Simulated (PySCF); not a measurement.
```xyz
10

Si     1.4976    -0.1914     0.7820
Si    -0.3094     1.3971     1.2307
Si     0.3064     1.6195    -0.9216
Si    -1.4969    -0.0312    -0.8053
H      0.9737    -1.5342     1.1635
H      2.0406    -0.3383    -0.6163
H      2.6246     0.2404     1.6544
H     -2.6261     0.5660    -1.5705
H     -0.9714    -1.2676    -1.4513
H     -2.0389    -0.4600     0.5342
```

Charge 0, multiplicity 1.

Question: Give the Mulliken and meta-Löwdin atomic charges from PBE-D3(BJ)/def2-SVP // B3LYP-D3(BJ)/def2-SVP run with PySCF.

Answer: 
```tsv
atom	Mulliken (e)	meta-Löwdin (e)
Si1	0.05	0.20
Si2	-0.04	-0.05
Si3	-0.04	-0.05
Si4	0.05	0.20
H5	-0.01	-0.05
H6	-0.01	-0.05
H7	0.00	-0.04
H8	0.00	-0.04
H9	-0.01	-0.05
H10	-0.01	-0.05
```
